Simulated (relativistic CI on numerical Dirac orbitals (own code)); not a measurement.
## Calculated levels, Hf XL

These numbers are calculated, not measured: Dirac-Coulomb-Breit CI, KLI orbitals optimised for each configuration, QED by a radiative potential, unscaled Slater integrals (own radial code, finite nucleus).

CI space (outside the closed core [Ar] 3d10): 4s2.4p3, 4s.4p4, 4s2.4p2.4d, 4p5, 4s.4p3.4d, 4s2.4p2.4f, 4s.4p3.4f, 4p4.4d, 4s.4p2.4d2, 4s2.4p.4d.4f, 4p4.4f, 4p3.4d.4f, 4s.4p2.4f2, 4s2.4p2.5s, 4p4.5s, 4s2.4p2.5p, 4s.4p2.4d.5s, 4s2.4p.4f.5s, 4s.4p3.5s, 4s2.4p2.5d, 4s.4p3.5p, 4s2.4p2.5f, 4s2.4p2.5g, 4s.4p3.5d, 4p3.4f.5s, 4s.4p3.5f, 4s2.4p2.6s, 4s2.4p.4d2, 4s2.4d3, 4s.4p.4d3, 4s2.4d2.4f, 4s.4p.4d2.4f, 4s2.4d2.5s, 4p3.4d2, 4p2.4d3, 4p2.4d2.4f, 4p2.4d2.5s, 4s2.4p.4f2, 4s2.4d.4f2, 4s.4p.4d.4f2, 4s2.4f3, 4s.4p.4f3, 4s2.4f2.5s, 4p3.4f2, 4p2.4d.4f2, 4p2.4f3, 4p2.4f2.5s, 4s.4p2.4d.4f, 4s.4p.4d.4f.5s, 4s2.4p.4d.5s, 4s.4p.4d2.5s, 4s2.4d.4f.5s, 4s2.4d.5s2, 4p3.4d.5s, 4p2.4d.4f.5s, 4p2.4d.5s2, 4s.4p2.4f.5s, 4s.4p.4f2.5s, 4s.4p.4f.5s2, 4s2.4p.5s2, 4s.4p.4d.5s2, 4s2.4f.5s2. Double excitations out of closed p, d and f shells are left out; levels of such configurations are missing from the list, as are those of other unlisted configurations, and high levels can miss mixing partners. These lack a partner that the ground configuration has and come out too high: 4s2.4p2.5p, 4s2.4p2.5d, 4s.4p3.5p, 4s2.4p2.5f, 4s2.4p2.5g.

The lowest level is 4s2.4p3 2P°_3/2, with 46 % of that term; Hund's rules for 4s2.4p3 give 4S° with J = 3/2, of which the calculation keeps J, while another term leads.

| No. | Configuration | Term | J | E (eV) | % | Next component (%) | Landé g |
| --- | --- | --- | --- | --- | --- | --- | --- |
| 1 | 4s2.4p3 | 2P° | 3/2 | 0.000 | 46 | 27 4S° | 1.371 |
| 2 | 4s2.4p3 | 4S° | 3/2 | 75.961 | 54 | 45 2D° | 1.452 |
| 3 | 4s2.4p3 | 2D° | 5/2 | 81.358 | 99 | 1 4s.4p3.4d 2D° | 1.195 |
| 4 | 4s2.4p3 | 2P° | 1/2 | 88.098 | 99 | 1 4s2.4p.4d2 2P° | 0.660 |
| 5 | 4s2.4p2.4d | 2D | 3/2 | 146.665 | 37 | 35 4F | 0.794 |
| 6 | 4s.4p4 | 4P | 5/2 | 162.969 | 44 | 15 2D | 1.400 |
| 7 | 4s2.4p3 | 2P° | 3/2 | 164.999 | 52 | 28 2D° | 1.299 |
| 8 | 4s.4p4 | 4P | 5/2 | 176.675 | 27 | 18 4s2.4p2.4d 2D | 1.285 |
| 9 | 4s.4p4 | 2S | 1/2 | 183.640 | 55 | 32 4P | 2.135 |
| 10 | 4s.4p4 | 2P | 3/2 | 186.078 | 35 | 33 2D | 1.164 |
| 11 | 4s2.4p2.4d | 2F | 5/2 | 222.348 | 46 | 45 4F | 0.964 |
| 12 | 4s2.4p2.4d | 4F | 3/2 | 222.431 | 35 | 27 4D | 0.919 |
| 13 | 4s2.4p2.4d | 4D | 1/2 | 222.825 | 78 | 15 2P | 0.220 |
| 14 | 4s2.4p2.4d | 2G | 7/2 | 227.726 | 45 | 27 2F | 1.053 |
| 15 | 4s.4p4 | 4P | 3/2 | 237.719 | 36 | 28 4s2.4p2.4d 2P | 1.488 |
| 16 | 4s2.4p2.4d | 4D | 7/2 | 239.709 | 47 | 36 4F | 1.310 |
| 17 | 4s2.4p2.4d | 2F | 5/2 | 241.904 | 30 | 23 2D | 1.167 |
| 18 | 4s2.4p2.4d | 2D | 5/2 | 243.043 | 38 | 17 4D | 1.251 |
| 19 | 4s2.4p2.4d | 2D | 3/2 | 243.808 | 33 | 25 2P | 1.199 |
| 20 | 4s2.4p2.4d | 2P | 1/2 | 244.253 | 36 | 35 4P | 1.640 |
| 21 | 4s2.4p2.4d | 2G | 9/2 | 245.672 | 59 | 40 4F | 1.197 |
| 22 | 4s2.4p2.4d | 4D | 3/2 | 256.829 | 25 | 22 4s.4p4 4P | 1.183 |
| 23 | 4s2.4p2.4d | 2F | 7/2 | 258.787 | 48 | 27 2G | 1.105 |
| 24 | 4s2.4p2.4d | 2F | 5/2 | 259.173 | 31 | 22 2D | 1.201 |
| 25 | 4s2.4p2.4d | 2S | 1/2 | 259.310 | 34 | 28 2P | 1.459 |
| 26 | 4s2.4p2.4d | 2P | 3/2 | 263.057 | 36 | 34 2D | 1.157 |
| 27 | 4s.4p4 | 2D | 5/2 | 266.246 | 45 | 21 4s2.4p2.4d 2D | 1.258 |
| 28 | 4s.4p4 | 2P | 3/2 | 274.571 | 41 | 30 2D | 1.089 |
| 29 | 4s.4p4 | 2P | 1/2 | 276.163 | 35 | 33 4s2.4p2.4d 2P | 1.203 |
| 30 | 4s.4p3.4d | 4D° | 5/2 | 312.841 | 28 | 25 6D° | 1.288 |
| 31 | 4s.4p3.4d | 4P° | 1/2 | 313.710 | 42 | 38 6D° | 2.558 |
| 32 | 4s.4p3.4d | 6D° | 3/2 | 313.722 | 31 | 24 4D° | 1.356 |
| 33 | 4s.4p3.4d | 4F° | 7/2 | 315.859 | 25 | 24 6D° | 1.303 |
| 34 | 4s2.4p2.4d | 2D | 3/2 | 318.259 | 33 | 26 4P | 1.179 |
| 35 | 4s2.4p2.4d | 4P | 1/2 | 318.323 | 41 | 33 2P | 1.550 |
| 36 | 4s2.4p2.4d | 2D | 5/2 | 318.926 | 28 | 23 2F | 1.197 |
| 37 | 4s2.4p2.4d | 2F | 7/2 | 320.868 | 45 | 23 4D | 1.201 |
| 38 | 4s2.4p2.4d | 2P | 1/2 | 323.582 | 44 | 24 2S | 1.354 |
| 39 | 4s2.4p2.4d | 2F | 7/2 | 323.959 | 61 | 20 4D | 1.152 |
| 40 | 4s2.4p2.4d | 4F | 9/2 | 324.500 | 58 | 40 2G | 1.239 |
| 41 | 4s.4p3.4d | 4F° | 3/2 | 325.354 | 27 | 24 2D° | 0.976 |
| 42 | 4s.4p3.4d | 2F° | 5/2 | 325.388 | 19 | 18 4G° | 0.886 |
| 43 | 4s2.4p2.4d | 2D | 3/2 | 329.131 | 65 | 16 2P | 0.889 |
| 44 | 4s.4p3.4d | 4F° | 9/2 | 329.583 | 44 | 37 6D° | 1.377 |
| 45 | 4s.4p3.4d | 4D° | 1/2 | 334.537 | 51 | 31 2P° | 0.551 |
| 46 | 4s2.4p2.4f | 2F° | 7/2 | 337.570 | 18 | 17 4s.4p3.4d 4D° | 1.232 |
| 47 | 4s2.4p2.4d | 2D | 5/2 | 337.701 | 77 | 14 4D | 1.204 |
| 48 | 4s.4p3.4d | 4D° | 5/2 | 338.171 | 31 | 23 2D° | 1.389 |
| 49 | 4s.4p3.4d | 2P° | 3/2 | 340.483 | 28 | 22 4p5 2P° | 1.221 |
| 50 | 4s2.4p2.4f | 2F° | 5/2 | 343.974 | 19 | 16 4G° | 0.905 |
| 51 | 4s.4p3.4d | 2F° | 7/2 | 346.886 | 38 | 22 2G° | 1.159 |
| 52 | 4s2.4p2.4d | 2D | 3/2 | 346.967 | 42 | 39 2P | 1.160 |
| 53 | 4s2.4p2.4d | 2D | 5/2 | 351.190 | 52 | 31 2F | 1.147 |
| 54 | 4s.4p3.4d | 4D° | 1/2 | 355.140 | 44 | 43 2P° | 0.558 |
| 55 | 4s.4p3.4d | 4D° | 7/2 | 356.215 | 18 | 14 4F° | 1.172 |
| 56 | 4s.4p3.4d | 4D° | 3/2 | 357.929 | 27 | 23 4P° | 1.358 |
| 57 | 4s.4p4 | 2S | 1/2 | 360.086 | 27 | 25 2P | 1.743 |
| 58 | 4s.4p3.4d | 2F° | 5/2 | 360.959 | 24 | 21 2D° | 1.036 |
| 59 | 4p5 | 2P° | 3/2 | 370.408 | 52 | 19 4s.4p3.4d 4D° | 1.181 |
| 60 | 4s2.4p.4d2 | 4G° | 5/2 | 374.904 | 46 | 28 2F° | 0.769 |
| 61 | 4s.4p3.4d | 6D° | 1/2 | 381.814 | 36 | 20 4D° | 2.005 |
| 62 | 4s.4p3.4d | 6D° | 3/2 | 382.581 | 29 | 26 4D° | 1.301 |
| 63 | 4s.4p3.4d | 6D° | 5/2 | 382.993 | 25 | 24 4F° | 1.237 |
| 64 | 4s.4p3.4d | 4F° | 7/2 | 385.585 | 24 | 19 4s2.4p.4d2 4G° | 1.162 |
| 65 | 4s2.4p.4d2 | 4D° | 1/2 | 388.578 | 33 | 27 2P° | 0.740 |
| 66 | 4s.4p3.4d | 4G° | 9/2 | 391.005 | 19 | 17 4s2.4p.4d2 2H° | 1.125 |
| 67 | 4s2.4p.4d2 | 4F° | 3/2 | 394.342 | 32 | 32 2D° | 0.806 |
| 68 | 4s2.4p.4d2 | 4G° | 7/2 | 395.233 | 22 | 15 4s.4p3.4d 4G° | 1.042 |
| 69 | 4s2.4p.4d2 | 4G° | 5/2 | 396.444 | 16 | 15 2D° | 0.983 |
| 70 | 4s.4p3.4d | 4D° | 7/2 | 397.508 | 41 | 21 6D° | 1.353 |

Energies count from the lowest computed level; ° marks odd parity.

The mean weight of the leading LS term, summed over parents, in these 70 levels is 40 %, and that of the leading jj configuration (from the same eigenvectors) 77 %, so jj coupling describes them better and the LS labels are nominal.

At this charge energies of transitions that change n are usually good to better than 1 %, and those within a shell (Δn = 0) to a few per cent.

LS names give the leading component of a level, which can be under half, so a name can repeat, a term be missing and a line seem to break the LS rules.
